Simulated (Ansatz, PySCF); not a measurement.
The pair A = H2O (SMILES O) (first 3 atoms), B = GeH4 (SMILES [GeH4]); geometry from B3LYP-D3(BJ)/def2-TZVP.
(charge 0, multiplicity 1):
| atom | x (Å) | y (Å) | z (Å) |
|---|---|---|---|
| O | 0.2621 | -0.1240 | 0.4007 |
| H | -0.6530 | 0.0334 | 0.1450 |
| H | 0.7021 | 0.7273 | 0.3054 |
| Ge | -0.1671 | -0.0486 | 3.6465 |
| H | -0.3970 | 0.0353 | 5.1680 |
| H | -0.5968 | 1.2894 | 3.0232 |
| H | -1.0202 | -1.1881 | 3.0766 |
| H | 1.3210 | -0.2988 | 3.3781 |

Correlated levels freeze the cores. Filled d and f shells under p-block atoms count as core. CBS(a, b) extrapolates the correlation energy as X⁻³ and adds the Hartree–Fock energy of set b.

The values were computed with Ansatz (Gaussian basis) for Hartree–Fock, density functionals and correlated methods; PySCF for the dispersion terms. Each number belongs to the level named beside it.

The monomers are drawn apart, rigid, along the line of their centres of mass. Counterpoise-corrected interaction energies (kcal/mol):

```csv
level,R = 4.601 Å,R = 5.911 Å
PBE/def2-TZVPPD,-0.3154,-0.0634
PBE-D3(BJ)/def2-TZVPPD,-0.5073,-0.1096
wB97M-V/def2-TZVPPD,-0.4343,-0.1036
"CCSD(T)/CBS(aug-cc-pVDZ, aug-cc-pVTZ)",-0.4382,-0.1039
```

Question: R is the distance of the centres of mass. Find the local exponent m of E ∝ R⁻ᵐ between the two points.

Answer: 
m = ln(E₁/E₂)/ln(R₂/R₁): PBE/def2-TZVPPD 6.4; PBE-D3(BJ)/def2-TZVPPD 6.1; wB97M-V/def2-TZVPPD 5.7; CCSD(T)/CBS(aug-cc-pVDZ, aug-cc-pVTZ) 5.7. For scale, two fixed dipoles give m = 3, dipole and quadrupole 4, quadrupoles 5, and dispersion or dipole-induced dipole 6 at long range; at these distances several terms mix, and what is left of overlap and damping shifts m, so it need not match one of them.

Ansatz is a first-principles code.
